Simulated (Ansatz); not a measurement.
TeAu₂. The state is a singlet with charge 0. Geometry PBE0-D4/def2-TZVP; atoms count from 1.

Cartesian coordinates in Å:
```
Au 1.406 0.973 0.653
Au -0.388 -1.289 -1.241
Te -1.018 0.315 0.588
```

In the def2 sets Au, Te take a core potential; there is no spin–orbit coupling. The structure comes from a short search, and lower isomers may exist.

Question: Estimate the Mulliken populations from the PBE0/def2-TZVP orbitals of Ansatz.

Answer: 
```csv
atom,charge (e),d electrons
Au1,0.17,9.78
Au2,0.17,9.78
Te3,-0.35,–
```
Mulliken values depend strongly on the basis.

Question: And the Mayer bond orders between heavy atoms (over 0.3)?

Answer: Au1–Te3 1.19 (2.51 Å); Au2–Te3 1.19 (2.51 Å).
